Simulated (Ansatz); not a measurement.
Isolated molecules relaxed with PBE0-D4/def2-TZVP in Ansatz; ΔE leaves out vibrations. CBS: MP2 limit from def2 TZ/QZ plus the TZ coupled-cluster correction, frozen cores. Functionals use def2-TZVPP. B3LYP here is the variant with VWN-RPA as its local correlation; programs differ in this. Elements past krypton have def2 core potentials. For Sn outer-core shells are correlated without core-valence functions, which leaves a few kJ/mol of doubt a bond. Each species was taken in one conformer, which may not be the lowest.

Consider the ligand exchange at the Si–N bond: `[SiH3]/N=C1\C[SiH2]1` + `[OH][Sn][O][SiH3]` → `[SiH3][O][Sn][O][SiH3]` + `N=C1C[SiH2]1`.

```
             level  ΔE (eV)
           PBE0-D4    -0.66
          B3LYP-D4    -0.72
               PBE    -0.58
            r2SCAN    -0.66
              PBE0    -0.65
   CCSD/def2-TZVPP    -0.77
SCS-MP2/def2-QZVPP    -0.75
     MP2/CBS(def2)    -0.70
```

Question: What does CCSD(T)/CBS give? (Best estimate.)

Answer: Computed: -0.73 eV. The listed levels differ from it by 0.07, 0.01, 0.15, 0.07, 0.08, -0.04, -0.02, 0.03 eV.

Largest T1 diagnostic among the species: 0.016.

In def2-TZVPP, CCSD(T) changes the Hartree–Fock value by +0.14 eV (the triples alone add +0.04 eV) and MP2 by +0.17 eV. From PBE to PBE0 (25 % exact exchange), in def2-TZVPP and without D4, ΔE moves by −0.07 eV.
